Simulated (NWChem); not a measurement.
# SeCl2; SMILES Cl[Se]Cl

```xyz
3

Se     0.0000     0.0000     0.6841
Cl    -1.6848     0.0000    -0.6841
Cl     1.6848     0.0000    -0.6841
```
Atoms are numbered in this order, from 1.

All runs use the structure optimised with PBE0/def2-SVP.

Symmetry labels are those of C2v in the frame above (b1 and b2, or b-type labels, depend on it).

Problem. List the 4 lowest vertical singlet excitations from PBE0/aug-cc-pVDZ, TDA (NWChem).

Solution. 
| state | energy (eV) | oscillator strength | symmetry | leading excitation (squared amplitude) |
|---|---|---|---|---|
| S1 | 2.71 | 0.000 | b2 | HOMO → LUMO (0.99) |
| S2 | 2.91 | 0.000 | a2 | HOMO → LUMO+1 (1.00) |
| S3 | 5.25 | 0.008 | b1 | HOMO−1 → LUMO (0.78) |
| S4 | 5.33 | 0.000 | a2 | HOMO−2 → LUMO (0.99) |
